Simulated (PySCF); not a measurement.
UHF on F⁺ (fluorine, charge +1)

Configuration: [He] 2s2 2p4, high-spin 3P determinant. Computed with PySCF 2.14 in def2-TZVP (5s3p2d1f, 31 functions), with the non-relativistic Hamiltonian (point nucleus).

```json
{
  "Total energy": "-98.836473 hartree",
  "One-electron energy": "-133.1997 hartree",
  "Hartree (Coulomb) energy": "44.0372 hartree",
  "Exchange energy": "-9.6740 hartree",
  "Kinetic energy": "98.85665 hartree",
  "⟨S²⟩": "2.0051",
  "⟨L²⟩": "2.009",
  "Sum of ⟨r⟩": "6.158 bohr",
  "Sum of ⟨r²⟩": "7.108 bohr²",
  "Traceless quadrupole moment −½Σ⟨3z² − r²⟩ along its main axis": "-0.537 e·bohr²",
  "Density at the nucleus (Gaussians lack the cusp)": "438 bohr⁻³",
  "Spin density at the nucleus": "0.110 bohr⁻³",
  "Langevin diamagnetic susceptibility": "-5.63 ×10⁻⁶ cm³/mol",
  "Time after the integrals": "0.07 s of wall time on 1 thread of Neoverse-V2 (shared host)"
}
```

```tsv
shell	electrons	mean orbital energy (eV)	spread (eV)	rms radius, mean of both spins (bohr)
1s α	1	-739.97	0	0.204
1s β	1	-737.04	0	0.204
2s α	1	-65.312	0	1.06
2s β	1	-54.270	0	1.06
2p α	3	-40.722	3.301	1.09
2p β	1	-35.656	0	1.09
```
